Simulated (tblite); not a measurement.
Species: C₆H₁₁N.
Z-matrix (Å and degrees, GFN2-xTB geometry), rows numbered from 1:
```
C 
C   1  1.3275
C   2  1.4684  1  125.37
C   3  1.5010  2  118.05  1    -0.02
N   3  1.2675  2  125.53  1   179.97
C   5  1.4359  3  124.38  2    -0.01
C   6  1.5251  5  108.65  3   179.95
H   1  1.0778  2  121.40  3   179.98
H   1  1.0764  2  122.70  3     0.00
H   2  1.0823  1  119.08  3  -179.96
H   4  1.0884  3  110.36  2    59.94
H   4  1.0857  3  108.98  2   179.96
H   4  1.0884  3  110.39  2   -60.04
H   6  1.0987  5  110.89  3   -59.84
H   6  1.0987  5  110.88  3    59.66
H   7  1.0863  6  109.88  5   -59.61
H   7  1.0864  6  109.88  5    59.57
H   7  1.0873  6  110.44  5   179.96
```

All values are computed: GFN2-xTB (tblite) harmonic vibrations without scaling, gas phase. The method is semi-empirical: single wavenumbers can be off by several per cent or more. One conformer, not necessarily the lowest.

Harmonic wavenumbers (cm⁻¹): 27.5, 50.2, 161.7, 170.2, 199.8, 274.1, 277.4, 361.4, 376.1, 446.5, 589.7, 678.7, 802.0, 806.8, 903.4, 926.0, 1005.4, 1011.2, 1014.9, 1043.0, 1095.8, 1097.8, 1134.7, 1254.3, 1256.3, 1297.3, 1332.4, 1380.8, 1402.5, 1409.6, 1450.7, 1472.2, 1474.2, 1484.8, 1500.9, 1663.6, 1696.9, 2869.7, 2888.6, 3016.4, 3023.3, 3035.4, 3049.9, 3053.7, 3065.1, 3066.1, 3099.8, 3129.9.

A = 5447, B = 1439, C = 1163 MHz; mass 97.089 u (most abundant isotopes); point group Cs, symmetry number 1.

Q: What is the zero-point energy?

A: Half the sum of the wavenumbers: 33914 cm⁻¹ = 405.71 kJ/mol.

Q: What is S at 350 K and 1 bar for an ideal gas of classical rigid rotors and harmonic oscillators?

A: Translation 169.25, rotation 118.97, vibration 128.29: S = 416.5 J/(mol K).

Q: And Cp and H(350 K) − H(0)?

A: Cp = 157.93 J/(mol K), of which vibrations give 124.67 (their classical limit is 48 R = 399.1); H(350 K) − H(0) = 33.94 kJ/mol without the zero-point energy, 22.30 from vibrations.

Q: Blend soft modes into free rotors: weight 1/[1 + (100 cm⁻¹/ν̃)⁴] for the oscillator and the rest for a rotor with moment μB/(μ + B), μ = h/(8π²ν), B = 10⁻⁴⁴ kg m². What vibrational entropy results?

A: 114.00 J/(mol K) in place of 128.29, which changes −T·S at 350 K by +5.00 kJ/mol.

Q: Which modes carry the vibrational entropy at 350 K?

A: 27.5 cm⁻¹: 26.44; 50.2 cm⁻¹: 21.45; 161.7 cm⁻¹: 11.86; 170.2 cm⁻¹: 11.45; 199.8 cm⁻¹: 10.18; 274.1 cm⁻¹: 7.75 J/(mol K); the other 42 give 39.15 together.

Hindered rotation and anharmonicity are outside this model. Other conformers, if any are populated, would add a mixing term that is left out.
